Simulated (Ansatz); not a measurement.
`CO[SiH](Cl)I` + H–F → `F[SiH](Cl)I` + CH₃OH at 600 K and 1 bar (ligand exchange at the Si–O bond).

Isolated molecules relaxed with PBE0-D4/def2-TZVP in Ansatz; ΔE leaves out vibrations. CCSD(T)/CBS is the MP2 limit (def2-TZVPP, def2-QZVPP) plus CCSD(T) − MP2 in def2-TZVPP, frozen cores. This one scheme is used for every species. Elements past krypton have def2 core potentials. For I outer-core shells are correlated without core-valence functions, which leaves a few kJ/mol of doubt a bond. One conformer a species, not always the lowest.

| species | CCSD(T)/CBS energy (Eh) | H − E (kJ/mol) | S (J/(mol·K)) |
| --- | --- | --- | --- |
| `CO[SiH](Cl)I` | -1162.05764 | 202.0 | 469.1 |
| H–F | -100.39570 | 42.3 | 194.0 |
| `F[SiH](Cl)I` | -1146.84711 | 79.9 | 390.7 |
| CH₃OH | -115.61712 | 163.6 | 277.3 |

H − E and S are ideal-gas, rigid-rotor, harmonic terms from PBE0-D4/def2-TZVP, for one conformer and one mirror image of each species. 1 Eh = 2625.50 kJ/mol, R = 8.31446 J/(mol·K).

Task: By hand: ΔE, ΔH, ΔS and ΔG.

Result: ΔE = (-1146.84711) + (-115.61712) − (-1162.05764) − (-100.39570) = -0.01089 Eh = -28.6 kJ/mol. Δ(H − E) = 79.9 + 163.6 − 202.0 − 42.3 = -0.8, so ΔH = -29.4 kJ/mol. ΔS = 390.7 + 277.3 − 469.1 − 194.0 = 4.9 J/(mol·K). ΔG = -29.4 − 600 × (4.9)/1000 = -32.3 kJ/mol.

Task: By hand: the equilibrium constant, and the temperature at which ΔG would vanish if ΔH and ΔS stayed fixed.

Result: log₁₀ K = −ΔG/(RT ln 10) = 2.8. ΔH and −TΔS have one sign here, so there is no such temperature.

The number of gas molecules stays the same, so ΔS is small and ΔH decides. A doubt of 5 kJ/mol in ΔE shifts log₁₀ K by 0.4 here. Other conformers and mirror images would add mixing entropy, several J/(mol·K) or more a flexible species. These are equilibria of isolated gas molecules and say nothing of rates. Largest T1 diagnostic: 0.010 (customary marks: 0.02 for closed shells, 0.045 for open ones).

ΔS is within the doubt of such terms, so its sign, and with it that verdict, could turn.
